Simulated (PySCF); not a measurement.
Point-charge models of `C[C@@]1(F)CO[C@H](C#N)CO1` against its computed dipole.

Coordinates (GFN2-xTB, Å) and charges (e) from the PBE0/pcSseg-1 density (PySCF):

```json
{"atom": "C1", "x": "-2.453", "y": "0.015", "z": "-0.472", "Mulliken": "-0.1915", "IAO": "-0.4412", "Hirshfeld": "-0.1284", "ESP-fitted": "-0.7137"}
{"atom": "C2", "x": "-1.076", "y": "0.155", "z": "0.156", "Mulliken": "+0.2098", "IAO": "+0.4640", "Hirshfeld": "+0.1613", "ESP-fitted": "+0.5833"}
{"atom": "F3", "x": "-1.239", "y": "0.700", "z": "1.431", "Mulliken": "-0.3291", "IAO": "-0.3388", "Hirshfeld": "-0.1173", "ESP-fitted": "-0.2445"}
{"atom": "C4", "x": "-0.363", "y": "-1.198", "z": "0.323", "Mulliken": "+0.1549", "IAO": "-0.0896", "Hirshfeld": "-0.0118", "ESP-fitted": "-0.2098"}
{"atom": "O5", "x": "0.974", "y": "-1.064", "z": "0.735", "Mulliken": "-0.4934", "IAO": "-0.3757", "Hirshfeld": "-0.1343", "ESP-fitted": "-0.2866"}
{"atom": "C6", "x": "1.694", "y": "-0.184", "z": "-0.112", "Mulliken": "+0.0217", "IAO": "+0.0372", "Hirshfeld": "+0.0585", "ESP-fitted": "+0.1205"}
{"atom": "C7", "x": "3.053", "y": "-0.060", "z": "0.377", "Mulliken": "+0.1204", "IAO": "+0.1424", "Hirshfeld": "+0.0885", "ESP-fitted": "+0.2876"}
{"atom": "N8", "x": "4.126", "y": "0.060", "z": "0.747", "Mulliken": "-0.2271", "IAO": "-0.2132", "Hirshfeld": "-0.2015", "ESP-fitted": "-0.4053"}
{"atom": "C9", "x": "1.002", "y": "1.189", "z": "-0.129", "Mulliken": "+0.1491", "IAO": "-0.0733", "Hirshfeld": "-0.0002", "ESP-fitted": "-0.0846"}
{"atom": "O10", "x": "-0.327", "y": "1.044", "z": "-0.599", "Mulliken": "-0.4918", "IAO": "-0.3813", "Hirshfeld": "-0.1333", "ESP-fitted": "-0.3501"}
{"atom": "H11", "x": "-2.911", "y": "0.998", "z": "-0.523", "Mulliken": "+0.1402", "IAO": "+0.1702", "Hirshfeld": "+0.0536", "ESP-fitted": "+0.2216"}
{"atom": "H12", "x": "-3.068", "y": "-0.640", "z": "0.138", "Mulliken": "+0.1284", "IAO": "+0.1573", "Hirshfeld": "+0.0526", "ESP-fitted": "+0.2002"}
{"atom": "H13", "x": "-2.362", "y": "-0.388", "z": "-1.475", "Mulliken": "+0.1236", "IAO": "+0.1572", "Hirshfeld": "+0.0508", "ESP-fitted": "+0.1996"}
{"atom": "H14", "x": "-0.417", "y": "-1.734", "z": "-0.638", "Mulliken": "+0.1067", "IAO": "+0.1271", "Hirshfeld": "+0.0409", "ESP-fitted": "+0.1235"}
{"atom": "H15", "x": "-0.857", "y": "-1.781", "z": "1.102", "Mulliken": "+0.1456", "IAO": "+0.1752", "Hirshfeld": "+0.0595", "ESP-fitted": "+0.1718"}
{"atom": "H16", "x": "1.723", "y": "-0.591", "z": "-1.140", "Mulliken": "+0.1507", "IAO": "+0.1563", "Hirshfeld": "+0.0556", "ESP-fitted": "+0.1147"}
{"atom": "H17", "x": "1.493", "y": "1.878", "z": "-0.817", "Mulliken": "+0.1418", "IAO": "+0.1702", "Hirshfeld": "+0.0615", "ESP-fitted": "+0.1338"}
{"atom": "H18", "x": "1.002", "y": "1.607", "z": "0.885", "Mulliken": "+0.1398", "IAO": "+0.1559", "Hirshfeld": "+0.0439", "ESP-fitted": "+0.1380"}
```

Q: Compute μ = Σ q r for each scheme (1 e·Å = 4.803 D) and compare with the dipole of the full density.

A: The full density gives (-3.53, -0.79, -2.76) D, 4.55 D in size; dipole vectors point from the negative to the positive end.

| scheme | μx | μy | μz | size (D) | share of the full size (%) | angle to the full dipole (°) |
| --- | --- | --- | --- | --- | --- | --- |
| Mulliken | -3.65 | -1.23 | -3.95 | 5.51 | 121 | 10 |
| IAO | -2.57 | -1.08 | -3.59 | 4.54 | 100 | 17 |
| Hirshfeld | -2.56 | -0.45 | -1.73 | 3.12 | 69 | 4 |
| ESP-fitted | -3.51 | -0.79 | -2.77 | 4.55 | 100 | 0 |

Q: Which set comes closest?

A: Length of the difference vector: ESP-fitted 0.03 D, Mulliken 1.27 D, IAO 1.31 D, Hirshfeld 1.46 D. Closest: ESP-fitted. ESP charges are fitted to the potential around the molecule, whose slowest-falling term is the dipole's. The schemes that divide the density aren't constrained to reproduce the dipole.

Q: What is left for the Hirshfeld atoms' own dipoles?

A: The Hirshfeld atoms' densities add up to the full density, so μ = Σ q r + Σ (atomic dipoles). The atomic dipoles sum to (-3.53, -0.79, -2.76) − (-2.56, -0.45, -1.73) = (-0.97, -0.34, -1.03) D, 1.46 D in size.

Q: With the origin at the mean of the coordinates, (0.000, 0.000, -0.001) Å, which are the largest single terms, by size, of the Mulliken dipole along the direction of the full one?

A: N8 +4.00, O5 +2.41, C1 -2.01, H13 +1.66, H11 +1.62 D; all 18 atoms together +5.44 D. The single terms depend on the origin, their sum doesn't.

Q: Give the size of the full dipole in other units.

A: 4.55 D = 1.789 au = 0.947 e·Å = 15.17 × 10⁻³⁰ C·m.

Geometry: GFN2-xTB, one conformer, isolated molecule.

These values come from a run that also computed NMR shieldings. Time: 28 s wall. Hardware: one thread of an x86-64 server, no GPU, on a shared host.
